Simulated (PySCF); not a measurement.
This PySCF input asks for the NMR shieldings of `CC(=S)C[Si@@H](O)[SiH2]S`, C$_{3}$H$_{10}$OS$_{2}$Si$_{2}$; the geometry comes from GFN2-xTB.

```python
import basis_set_exchange as bse
import numpy as np
from pyscf import gto, dft
from pyscf.prop import nmr

atoms = """
C     2.651610   -0.563955   -0.062154
C     1.326433   -0.927311    0.507213
S     0.612965   -2.358838    0.154226
C     0.642834    0.077694    1.321539
Si   -0.664344    0.963185    0.214431
O     0.287318    1.760146   -0.838824
Si   -1.977711   -0.629023   -0.841508
S    -3.638526    0.444929   -1.749167
H     2.578847    0.407045   -0.552477
H     3.388612   -0.475362    0.737334
H     2.990615   -1.312834   -0.773177
H     0.097920   -0.383307    2.141651
H     1.335812    0.817050    1.715372
H    -1.339582    1.945809    1.077530
H    -0.055427    2.245050   -1.585424
H    -2.610489   -1.615796    0.026811
H    -1.432875   -1.245361   -2.045457
H    -4.202771    0.857195   -0.626195
"""
names = dict.fromkeys(["C", "S", "Si", "O", "H"], "pcSseg-1")
basis = {el: gto.basis.parse(bse.get_basis(n, elements=[el], fmt="nwchem")) for el, n in names.items()}
mol = gto.M(atom=atoms, basis=basis, charge=0, verbose=0)
mf = dft.RKS(mol, xc="PBE0")
mf.grids.level = 2
mf.grids.alignment = dft.numint.BLKSIZE   # the property module wants whole blocks of grid points
mf.conv_tol = 1e-9
mf.kernel()

calc = nmr.RKS(mf)   # GIAO
C = mf.mo_coeff
Co = C[:, mf.mo_occ > 0]
resp = mf.gen_response(singlet=True, hermi=2)
def vind(x):   # induced exchange potential for any number of trial vectors
    d = np.einsum("pi,xij,qj->xpq", C, 2 * x.reshape(-1, C.shape[1], Co.shape[1]), Co, optimize=True)
    return np.einsum("xpq,pi,qj->xij", resp(d - d.transpose(0, 2, 1)), C, Co, optimize=True).ravel()
mo1, _ = nmr.rhf.solve_mo1(calc, with_cphf=vind)
sigma = calc.kernel(mo1)
for i, s in enumerate(sigma):   # ppm
    print("%2d %-2s %9.2f" % (i, mol.atom_pure_symbol(i), np.trace(s) / 3))
```

Q: Give the expected output.

A: 
```
 0 C     139.47
 1 C     -90.76
 2 S    -284.55
 3 C     130.88
 4 Si    343.90
 5 O     320.32
 6 Si    421.71
 7 S     802.99
 8 H      28.40
 9 H      28.69
10 H      28.60
11 H      28.70
12 H      28.03
13 H      26.21
14 H      30.40
15 H      26.60
16 H      27.20
17 H      32.44
```

These numbers come from an equivalent density-fitted implementation of the same equations, which agrees with the script to about 0.01 ppm for H and up to a few tenths of a ppm for heavy atoms, so last digits may differ.

Q: Turn these shieldings into chemical shifts. References, each an isolated molecule treated in the same way: 13C (σ = 186.93 ppm) and 29Si (σ = 349.16 ppm) and 1H (σ = 31.72 ppm) vs TMS; 33S (σ = 503.73 ppm) vs CS2; H2O for 17O (σ = 336.08 ppm).

A: Averaging equivalent atoms: C 1: 277.7; C 3: 56.0; C 0: 47.5; S 2: 788; S 7: -299; Si 4: 5.3; Si 6: -72.6; O 5: 15.8; H 13: 5.50; H 15: 5.11; H 16: 4.52; H 12: 3.69; H 8/9/10: 3.15; H 11: 3.02; H 14: 1.32; H 17: -0.72 ppm. Experimental scales use liquid or dissolved standards, which lie at an offset from isolated H2O (liquid H2O: subtract about 36 ppm).

Size and cost of the density-fitted run: 214 basis functions, 91 s wall time on 1 thread of an Arm Neoverse N1, shared host; peak memory 1.1 GiB.
